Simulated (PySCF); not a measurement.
A structure optimised at PBE-D3(BJ)/def2-SVP, used in a PySCF frequency run:

```xyz
11

C      3.3394     0.9888     0.2080
C      2.4688     0.1369     0.1088
C      1.4078    -0.8672     0.0070
C      0.0452    -0.3250     0.3757
C     -0.9962    -0.3466    -0.4719
Cl    -2.5731     0.2582    -0.0706
H      4.1117     1.7403     0.2910
H      1.3851    -1.2869    -1.0224
H      1.6598    -1.7208     0.6784
H     -0.0735     0.1088     1.3819
H     -0.9316    -0.7532    -1.4941
```
Charge 0, spin multiplicity 1.

Write its SMILES and formula.

C#CC/C=C/Cl, C5H5Cl

What are its rotational constants (standard atomic weights)?

11.609, 0.99075, 0.94368 GHz
